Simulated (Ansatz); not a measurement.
O3 (SMILES O=[O+][O-]), charge 0, multiplicity 1, relaxed at each level with Ansatz (a quantum-chemistry and plane-wave program); harmonic frequencies from differences of analytic forces, average atomic masses, frozen cores.

```csv
level,harmonic frequencies (cm⁻¹),ZPE (eV),cost over HF/def2-TZVPP (rough)
HF/def2-TZVPP,868 1416 1537,0.237,×1
PBE/def2-TZVPP,714 1068 1189,0.184,×0.8
r2SCAN/def2-TZVPP,748 1146 1239,0.194,×1
B3LYP/def2-TZVPP,750 1203 1257,0.199,×1
wB97X-V/def2-TZVPP,785 1334 1344,0.215,×2
MP2/cc-pVTZ,743 1166 2241,0.257,×2
```

Measured: harmonic frequencies 1134.9, 716, 1089.2 cm⁻¹ [NIST CCCBDB]; fundamentals as far as tabulated 1110, 705, 1042 cm⁻¹ [NIST CCCBDB]. Measured modes stand in the spectroscopists' order.

Doubts at one or more of the structures used: a restricted determinant that unrestricted orbitals would lower (MP2/cc-pVTZ).
